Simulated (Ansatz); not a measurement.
A run for Ansatz (a program for electronic structure): U-wB97X-V/cc-pVTZ on AsN, a point of a bond scan (R = 4.351 Å).

Ansatz 0.2 input:
```yaml
crystal:
  periodic: [false, false, false]
  atoms:
    - {symbol: As, position_ang: [-0.00000000, -0.00000000, -0.28199367]}
    - {symbol: N, position_ang: [0.00000000, 0.00000000, 4.06876576]}
basis:
  gaussian:
    orbitals: cc-pVTZ
hamiltonian:
  xc: {name: wB97X-V}
magnetization: {spin_polarized: true, initial_magnetization: 0}
```

Program output:

```
WARN ansatz: RAYON_NUM_THREADS=1 ignored (pool sized by the plan → 1); use --threads N
Functional definition: wB97X-V
integrals: 0.02 GiB planned
461 factors; integrals over basis functions are off by at most 2.5e-4 eV
integrals: 0.06 GiB planned
91 factors; integrals over basis functions are off by at most 1.2e-4 eV
mean field: 0.33 GiB planned
mean field evaluation 1: about -62236.7192 eV, gradient 7.9e1 eV
mean field evaluation 2: about -61993.1118 eV, gradient 9.9e1 eV
mean field evaluation 4: about -62233.1886 eV, gradient 8.4e1 eV
mean field evaluation 8: about -62310.2753 eV, gradient 1.8e1 eV
mean field evaluation 16: about -62314.3659 eV, gradient 4.8e0 eV
mean field evaluation 32: about -62318.3433 eV, gradient 4.4e-2 eV
mean field evaluation 64: about -62320.0676 eV, gradient 1.3e-2 eV
mean field -62320.06762733 eV, -2290.2202432452 hartree, gradient 7.1e-7 eV, S^2 2.999479; 2 other end points of the search recorded, 0 dependent functions left out
reference -62320.06762883 eV, -2290.2202433004 hartree; 20, 20 occupied and 53, 53 virtual orbitals, 461 factors
Total energy: -62320.06762883 eV, -2290.2202433004 hartree
```

Self-consistency was reached. Its determinant has ⟨S²⟩ = 3.00, a mixture of spin states.

Cost: roughly 30 core-seconds.
